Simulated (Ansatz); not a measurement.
Consider the atomization: `[NH2][Ga]([OH])[OH]` → Ga• + 4 H• + N• + 2 O•.

Computed with Ansatz on PBE0-D4/def2-TZVP structures; ΔE is electronic, products minus reactants. CCSD(T)/CBS is the MP2 limit (def2-TZVPP, def2-QZVPP) plus CCSD(T) − MP2 in def2-TZVPP, frozen cores. This one scheme is used for every species, atoms too. DFT in def2-TZVPP. Open shells (•) are unrestricted, without spin–orbit coupling. Spin–orbit coupling would lower the free atoms: a little for O; clearly for Ga. Bonds to Ga are less sure, by a few kJ/mol each and by 10 to 20 or more in all where they break to atoms, as the def2 sets lack core-valence functions. Scalar relativity is left out up to krypton. Each species was taken in one conformer, which may not be the lowest.

```
         level  ΔE (kJ/mol)  difference from CCSD(T)/CBS
   LDA (SPW92)       3207.8                        431.7
     revPBE-D4       2700.8                        -75.3
       PBE0-D4       2707.2                        -68.9
    r2SCAN0-D4       2663.3                       -112.8
  CAM-B3LYP-D4       2753.8                        -22.3
       ωB97M-V       2744.5                        -31.6
        B2PLYP       2717.9                        -58.2
          PBE0       2696.5                        -79.6
       r2SCAN0       2659.7                       -116.4
MP2/def2-QZVPP       2824.0                         47.9
   CCSD(T)/CBS       2776.1                            0
```

Largest T1 diagnostic among the species: 0.013.

In def2-TZVPP, CCSD(T) changes the Hartree–Fock value by +900.9 kJ/mol (the triples alone add +52.4 kJ/mol) and MP2 by +984.2 kJ/mol; breaking electron pairs costs correlation energy, which Hartree–Fock lacks. At CCSD(T), def2-SVP lies −244.1 kJ/mol from the extrapolated value and def2-TZVPP −89.1 kJ/mol: correlation converges slowly with the basis, and small sets miss more of it in the bonded molecule than in its fragments. Leaving LDA and LC-ωPBE aside and taking each functional with its dispersion term where it has one, the values, not all of them listed here, spread over 195.2 kJ/mol, from BHLYP-D4 to PBE-D4. LDA lies +425.8 kJ/mol from PBE without D4, its usual overbinding.

For atomizations the MP2-based limit and the directly extrapolated one differ by several kJ/mol either way, and by 10 to 25 for some Ge, Se and Sn compounds, so smaller differences from it don't rank the levels.
